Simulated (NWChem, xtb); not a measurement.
# A ladder of methods for BH2Br (SMILES [H]B([H])Br)

BH2Br: 4 atoms, total charge 0, spin state singlet. SMILES: `[H]B([H])Br`. The coordinates come from a GFN2-xTB relaxation.

Quantity: the dipole moment, in D. The values are calculated.

```json
{"level": "GFN2-xTB", "kind": "semi-empirical", "program": "xtb", "value (D)": "3.22", "CPU time": "under 2 s"}
{"level": "GFN0-xTB", "kind": "semi-empirical", "program": "xtb", "value (D)": "1.52", "CPU time": "under 2 s"}
{"level": "GFN1-xTB", "kind": "semi-empirical", "program": "xtb", "value (D)": "0.66", "CPU time": "under 2 s"}
{"level": "HF/STO-3G", "kind": "Hartree–Fock", "program": "NWChem", "value (D)": "0.74", "CPU time": "2.3 s"}
{"level": "HF/3-21G", "kind": "Hartree–Fock", "program": "NWChem", "value (D)": "0.92", "CPU time": "2.7 s"}
{"level": "HF/6-31G", "kind": "Hartree–Fock", "program": "NWChem", "value (D)": "1.21", "CPU time": "11 s"}
{"level": "HF/def2-SVP", "kind": "Hartree–Fock", "program": "NWChem", "value (D)": "0.72", "CPU time": "11 s"}
{"level": "CAM-B3LYP/6-31G* (spherical functions)", "kind": "range-separated hybrid", "program": "NWChem", "value (D)": "0.54", "CPU time": "22 s"}
```

All-electron rows without a relativistic Hamiltonian named are non-relativistic. The values span 0.54 to 3.22 D. Magnitudes only. Sets without polarisation functions give poor dipoles. Times are those of the runs behind each value, whatever else they computed, on shared processors of several kinds: orders of magnitude only.
